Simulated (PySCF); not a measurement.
Al(H)(Me)(SMe) (C2H7AlS), SMILES [AlH]([S]C)[CH3]. Atoms are numbered in the order given.

```xyz
11

Al    -0.5678     0.5801     0.6267
H     -2.0566     0.0282     0.8501
C      0.1671     2.2042     1.4412
H      0.1231     2.1444     2.5498
H     -0.4275     3.0960     1.1482
H      1.2213     2.3874     1.1511
S      0.7203    -0.6013    -0.7017
C     -0.3743    -1.9929    -1.2144
H     -1.3789    -1.9200    -0.7546
H      0.0958    -2.9471    -0.9092
H     -0.4777    -1.9781    -2.3160
```

Geometry optimised at PBE-D3(BJ)/def2-SVP. The structure was generated by enumeration; whether it is a known compound was not checked. One conformer was computed; it need not be the lowest.

The numbers are results of PBE-D3(BJ)/def2-SVP in PySCF, not measurements.

Frequencies are harmonic and unscaled.

| mode | ν (cm⁻¹) | IR (km/mol) | moving atoms (share of kinetic energy) |
|---|---|---|---|
| 1 | 65 | 0.2 | H 86 %, Al 8 % |
| 2 | 82 | 1.3 | H 67 %, C 18 %, S 14 % |
| 3 | 107 | 0.0 | H 65 %, C 18 %, Al 16 % |
| 4 | 118 | 1.4 | C 41 %, H 28 %, Al 17 %, S 14 % |
| 5 | 209 | 1.9 | C 41 %, H 22 %, Al 19 %, S 18 % |
| 6 | 405 | 44.0 | H 91 % |
| 7 | 462 | 25.4 | S 40 %, Al 35 %, H 14 %, C 11 % |
| 8 | 553 | 32.4 | H 82 % |
| 9 | 637 | 62.8 | H 75 %, C 17 % |
| 10 | 650 | 77.0 | Al 39 %, C 38 %, H 22 % |
| 11 | 692 | 7.9 | C 59 %, S 32 %, H 9 % |
| 12 | 731 | 212.9 | H 75 %, C 14 %, Al 11 % |
| 13 | 929 | 7.0 | H 84 %, C 15 % |
| 14 | 939 | 5.3 | H 82 %, C 15 % |
| 15 | 1163 | 18.4 | H 80 %, C 20 % |
| 16 | 1282 | 13.0 | H 87 %, C 12 % |
| 17 | 1373 | 1.9 | H 96 % |
| 18 | 1375 | 2.7 | H 95 % |
| 19 | 1400 | 4.9 | H 96 % |
| 20 | 1407 | 6.9 | H 95 % |
| 21 | 1858 | 168.5 | H 96 % |
| 22 | 2965 | 1.8 | H 97 % |
| 23 | 2981 | 23.5 | H 98 % |
| 24 | 3053 | 3.0 | H 91 %, C 9 % |
| 25 | 3077 | 2.5 | H 91 %, C 9 % |
| 26 | 3090 | 1.9 | H 90 %, C 10 % |
| 27 | 3093 | 2.7 | H 90 %, C 10 % |
